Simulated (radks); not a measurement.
The selenium ion Se6+, 28 electrons, occupied as [Ne] 3s2 3p(1/2: 2, 3/2: 3) 3d10 4s1 (not the ground configuration). Method: Dirac Kohn-Sham, BLYP, spin-unpolarised, spherical densities, finite nucleus; Fermi nuclear charge, rms radius 4.14 fm; computed with a radial shooting solver on a logarithmic mesh with Libxc functionals.

Normalised radial functions P(r) = r R(r) (large component), r in bohr:

```
   r/bohr * 3d3/2 (the largest magnitude, 1.29, reaches the edge; | marks zero)
 0.004107 *
 0.004668 *
 0.005305 *
 0.006029 *
 0.006853 *
 0.007788 *
 0.008852 *
  0.01006 *
  0.01134 *
  0.01289 *
  0.01465 *
  0.01665 *
  0.01893 *
  0.02151 *
  0.02445 *
  0.02779 *
  0.03158 |*
   0.0359 |*
   0.0408 |*
  0.04637 | *
   0.0527 | *
   0.0599 |  *
  0.06808 |   *
  0.07737 |     *
  0.08794 |      *
  0.09995 |         *
   0.1136 |            *
   0.1291 |               *
   0.1467 |                   *
   0.1668 |                       *
   0.1895 |                            *
   0.2154 |                                  *
   0.2448 |                                       *
   0.2783 |                                            *
   0.3163 |                                                *
   0.3595 |                                                    *
   0.4086 |                                                      *
   0.4643 |                                                      *
   0.5278 |                                                    *
   0.5998 |                                                 *
   0.6763 |                                             *
   0.7686 |                                       *
   0.8736 |                                *
   0.9929 |                          *
    1.128 |                   *
    1.283 |              *
    1.458 |         *
    1.657 |     *
    1.883 |  *
     2.14 | *
    2.432 |*
    2.765 *
    3.142 *
    3.571 *
    4.059 *
    4.613 *
```

3d3/2: eigenvalue -153.06 eV, 0 radial nodes, <r> = 0.595 bohr, 90 % of the charge inside 0.973 bohr.
